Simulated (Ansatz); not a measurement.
`CO[Si](N)(F)F` + HCl → `CO[Si](N)(F)Cl` + H–F  (ligand exchange at the Si–F bond)

Program: Ansatz. Geometries: PBE0-D4/def2-TZVP. ΔE: electronic, gas phase. CCSD(T)/CBS adds triple-zeta CCSD(T) − MP2 to the extrapolated MP2 energy (def2 sets, frozen cores). This one scheme is used for every species. DFT in def2-TZVPP. One conformer a species, not always the lowest.

| level | ΔE (kJ/mol) | difference from CCSD(T)/CBS |
| --- | --- | --- |
| r2SCANh-D4 | 52.2 | 2.1 |
| r2SCAN0-D4 | 52.0 | 1.9 |
| BHLYP-D4 | 56.3 | 6.2 |
| LC-ωPBE | 52.2 | 2.1 |
| RPA@PBE/def2-TZVPP | 58.0 | 7.9 |
| HF/def2-SVP | 58.1 | 8.0 |
| MP2/def2-TZVPP | 48.0 | -2.1 |
| CCSD/def2-TZVPP | 58.0 | 7.9 |
| CCSD(T)/def2-TZVPP | 54.8 | 4.7 |
| CCSD/CBS(def2) | 53.3 | 3.2 |
| CCSD(T)/CBS | 50.1 | 0 |

Largest T1 diagnostic among the species: 0.011.

Leaving LDA and LC-ωPBE aside and taking each functional with its dispersion term where it has one, the values, not all of them listed here, spread over 20.1 kJ/mol, from revPBE-D4 to CAM-B3LYP-D4. At CCSD(T), def2-SVP lies +3.5 kJ/mol from the extrapolated value and def2-TZVPP +4.7 kJ/mol.
